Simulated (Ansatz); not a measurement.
`COB(O)Br` and `C[O][Ga]([OH])[Br]` differ in one element.

Ansatz, PBE0-D4/def2-TZVP geometries, multiplicity 1. Each molecule was computed in one conformer, which needn't be the lowest.

Scalar relativity is left out up to krypton.

```csv
property,`COB(O)Br`
HOMO energy (PBE0/def2-TZVPP) / eV,-8.49
HOMO–LUMO gap (ωB97M-V/def2-TZVPP) / eV,12.87
HOMO energy (B3LYP/def2-TZVPP) / eV,-8.21
"ideal-gas entropy at 298 K and 1 bar (rigid rotor, harmonic PBE0-D4/def2-TZVP) / J/(mol·K)",341
size of the dipole moment (ωB97M-V/def2-TZVPP) / D,0.77
HOMO energy (ωB97M-V/def2-TZVPP) / eV,-10.75
```

(1) Give the same properties after the change, and the shifts. (An estimate is asked.)

Results:

(1) Computed: 
```csv
property,`C[O][Ga]([OH])[Br]`,shift
HOMO energy (PBE0/def2-TZVPP) / eV,-8.25,0.24
HOMO–LUMO gap (ωB97M-V/def2-TZVPP) / eV,11.29,-1.58
HOMO energy (B3LYP/def2-TZVPP) / eV,-8.01,0.20
"ideal-gas entropy at 298 K and 1 bar (rigid rotor, harmonic PBE0-D4/def2-TZVP) / J/(mol·K)",387,46
size of the dipole moment (ωB97M-V/def2-TZVPP) / D,1.72,0.95
HOMO energy (ωB97M-V/def2-TZVPP) / eV,-10.65,0.10
```

With PBE0 the HOMO rises by 0.24 eV and the LUMO falls by 1.96 eV, so the gap narrows by about 2.20 eV. PBE moves the HOMO by 0.43 eV and ωB97M-V by 0.10 eV. Dipoles are sizes alone; their direction can turn.

B3LYP here is the variant with VWN-RPA as its local correlation; programs differ in this.

Spin–orbit coupling is left out; it splits and shifts lone-pair levels of the heavy atoms by tenths of an eV.
